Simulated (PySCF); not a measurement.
PySCF input for Sn(H)(OH)3 (H₄O₃Sn), SMILES [SnH]([OH])([OH])[OH], C-PCM-ωB97X/def2-SVP. The structure is a stationary point at PBE0-D3(BJ)/def2-SVP. The def2 effective core potentials stand for the cores of Sn; spin–orbit coupling is left out. The values are those of a single conformer.

```python
import numpy as np
from pyscf import gto, scf, dft
from pyscf.solvent import pcm

mol = gto.M(
    atom='''
    Sn    0.00000000   -0.00000000    0.26055883
    O    -1.69684525    0.68551608   -0.48558267
    O     0.25474828   -1.81226913   -0.48558268
    O     1.44209696    1.12675306   -0.48558268
    H     0.00000001    0.00000000    1.95826155
    H    -1.52652922    1.40107063   -1.11073961
    H    -0.45009816   -2.02254840   -1.11073962
    H     1.97662737    0.62147777   -1.11073963
    ''',
    basis='def2-SVP',
    ecp={'Sn': 'def2-svp'},
    charge=0,
    spin=0,
    max_memory=1600,
    verbose=3,
)
mf = dft.RKS(mol, xc='wb97x').density_fit(auxbasis='def2-universal-jkfit')
mf.grids.level = 3
mf.conv_tol = 1e-9
mf.max_cycle = 100
mf.kernel()
res = {}
for name, eps in {'water': 78.355, 'dimethylsulfoxide': 46.826, 'cyclohexanone': 15.619}.items():
    s = mf.PCM()
    s.with_solvent.method, s.with_solvent.eps, s.with_solvent.lebedev_order = 'C-PCM', eps, 29
    s.kernel(mf.make_rdm1())
    res[name] = (s.e_tot, eps, s.dip_moment(), s.mo_energy, s.converged)
    print(f'{name}: electrostatic solvation free energy {(s.e_tot - mf.e_tot) * 627.509474:.3f} kcal/mol')
```

Output:

```
converged SCF energy = -442.203722405511

WARN: PCM is an experimental feature. It is still in testing.
Features and APIs may be changed in the future.

converged SCF energy = -442.220353678826
Dipole moment(X, Y, Z, Debye): -0.00032,  0.00016, -0.72461
water: electrostatic solvation free energy -10.436 kcal/mol

WARN: PCM is an experimental feature. It is still in testing.
Features and APIs may be changed in the future.

converged SCF energy = -442.220198234039
Dipole moment(X, Y, Z, Debye): -0.00032,  0.00015, -0.72397
dimethylsulfoxide: electrostatic solvation free energy -10.339 kcal/mol

WARN: PCM is an experimental feature. It is still in testing.
Features and APIs may be changed in the future.

converged SCF energy = -442.219429390098
Dipole moment(X, Y, Z, Debye): -0.00030,  0.00014, -0.72074
cyclohexanone: electrostatic solvation free energy -9.856 kcal/mol
```

The calculation finished and met its thresholds.

Cost: about 70 core-seconds (a rough figure).
